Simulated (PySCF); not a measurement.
## PBE on Xe (xenon, neutral)

Configuration: [Xe], closed-shell 1S. Calculation: PySCF 2.14, in aug-cc-pwCVTZ-PP with ECP28MDF (8s7p6d4f1g, 96 functions); scalar relativity through the core potential.

```json
{
 "Total energy": "-329.3446 hartree",
 "One-electron energy": "-571.8513 hartree",
 "Hartree (Coulomb) energy": "266.1953 hartree",
 "Exchange-correlation energy": "-23.6886 hartree",
 "⟨S²⟩": "0.0000",
 "⟨L²⟩": "0.000",
 "Sum of ⟨r⟩": "32.56 bohr",
 "Sum of ⟨r²⟩": "58.97 bohr²"
}
```

```json
{"shell": "4s", "electrons": "2", "mean orbital energy (hartree)": "-7.21772", "rms radius, mean of both spins (bohr)": "0.768"}
{"shell": "4p", "electrons": "6", "mean orbital energy (hartree)": "-5.17067", "rms radius, mean of both spins (bohr)": "0.823"}
{"shell": "4d", "electrons": "10", "mean orbital energy (hartree)": "-2.16193", "rms radius, mean of both spins (bohr)": "0.940"}
{"shell": "5s", "electrons": "2", "mean orbital energy (hartree)": "-0.72792", "rms radius, mean of both spins (bohr)": "1.98"}
{"shell": "5p", "electrons": "6", "mean orbital energy (hartree)": "-0.30242", "rms radius, mean of both spins (bohr)": "2.49"}
```

Energies and moments cover only the electrons outside the core potential.
